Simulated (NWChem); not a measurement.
# SrClF; SMILES [F][Sr][Cl]

```xyz
3

Sr     0.2868     0.4210     0.0000
F     -0.7060     2.2828     0.0000
Cl    -0.2673    -2.1497     0.0000
```
Atoms are numbered in this order, from 1.

Program: NWChem. Structure relaxed at the PBE0/def2-SVP level. def2 effective core potentials on Sr; no spin-orbit coupling. Ions are spin-unrestricted doublets at the neutral geometry; other ion states weren't tried.

Task: Order these by “vertical ionisation energy, ΔSCF (eV)”, lowest first: r2SCAN/def2-SVP; CAM-B3LYP/def2-SVP; PBE/def2-SVP; B3LYP/def2-SVP.

Result: PBE/def2-SVP (9.65), r2SCAN/def2-SVP (9.82), B3LYP/def2-SVP (9.98), CAM-B3LYP/def2-SVP (10.19)
